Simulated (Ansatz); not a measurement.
Computed with Ansatz on PBE0-D4/def2-TZVP structures; ΔE is electronic, products minus reactants. CBS: MP2 limit from def2 TZ/QZ plus the TZ coupled-cluster correction, frozen cores. DFT in def2-TZVPP. For Br outer-core shells are correlated without core-valence functions, which leaves a few kJ/mol of doubt a bond. Scalar relativity is left out up to krypton. One conformer a species, not always the lowest.

Consider the isomerisation: `NCBBr` → `CB(N)Br`.

```json
{"species": "`NCBBr`", "r2SCAN-D4 energy (Eh)": "-2694.85139"}
{"species": "`CB(N)Br`", "r2SCAN-D4 energy (Eh)": "-2694.93654"}
```

Problem. Work out ΔE.

Solution. ΔE = (-2694.93654) − (-2694.85139) = -0.08515 Eh = -223.6 kJ/mol. CCSD(T)/CBS gives -219.7 kJ/mol.

Largest T1 diagnostic among the species: 0.010.

From PBE to PBE0 (25 % exact exchange), in def2-TZVPP and without D4, ΔE moves by −3.2 kJ/mol.
